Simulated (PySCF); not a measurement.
Compound: C₂H₁₁FSi₃.
SMILES: `C[C@H](F)[SiH2][SiH2][SiH3]`

Computed, not measured: TDDFT wB97X-D/def2-SVPD, vertical, gas phase, core orbitals frozen in the response in PySCF 2.14.0, density-fitted response routines. The structure is a single GFN2-xTB conformer in the gas phase; no vibrational or solvent corrections. Torsions of this conformer, `[CH3:1][C@H:2]([F:3])[SiH2:4][SiH2:5][SiH3:6]`: C1–C2–Si4–Si5 78°, C2–Si4–Si5–Si6 -26°.

Each state is given a Gaussian of 0.4 eV full width at half maximum, with ε(max) = 2.175×10⁸ f / Δν̃ (Δν̃ the width in cm⁻¹). The width is an assumption, not a result. The curve ends short of the highest state used, and states not computed would add to its high-energy end.

```tsv
E (eV)	ε (L mol⁻¹ cm⁻¹)
6.22	9
6.27	25
6.31	52
6.36	121
6.40	225
6.45	453
6.50	844
6.54	1315
6.59	2146
6.64	3278
6.68	4403
6.73	6059
6.78	7931
6.82	9511
6.87	11452
6.92	13148
6.96	14151
7.01	14752
7.05	14611
7.10	13656
7.15	12018
7.19	10452
7.24	8533
7.29	7030
```

**Question.** Where are the band maxima, and which computed states make them?

**Answer.** 177 nm (7.02 eV), ε about 15000, made up of S1 (15%) and S3 (79%) (ε in L mol⁻¹ cm⁻¹; maxima over ε = 5, shares over 10%). The states used: S1 6.82 eV (f 0.068); S2 7.01 eV (f 0.011); S3 7.05 eV (f 0.176); S4 7.37 eV (f 0.019); S5 7.59 eV (f 0.017); S6 7.68 eV (f 0.168); S7 7.84 eV (f 0.027); S8 7.89 eV (f 0.024).

**Question.** On this curve, what absorbance would a 10⁻⁴ mol/L sample give at 193 nm over a 1 cm path?

**Answer.** 193 nm is 6.424 eV, where ε is about 320 L mol⁻¹ cm⁻¹, so A = ε c l ≈ 0.032 (Beer–Lambert, with the gas-phase spectrum and the assumed width).

**Question.** What would ε be at 7.02 eV, the highest of these maxima, with half the width (0.2 eV)?

**Answer.** About 23800 L mol⁻¹ cm⁻¹ against 14800, a factor of about 1.6; a lone state at its own centre would give exactly 2.

**Question.** Coming from long wavelengths, where does ε first pass 100 L mol⁻¹ cm⁻¹?

**Answer.** At about 195 nm (6.35 eV), 0.47 eV below S1.
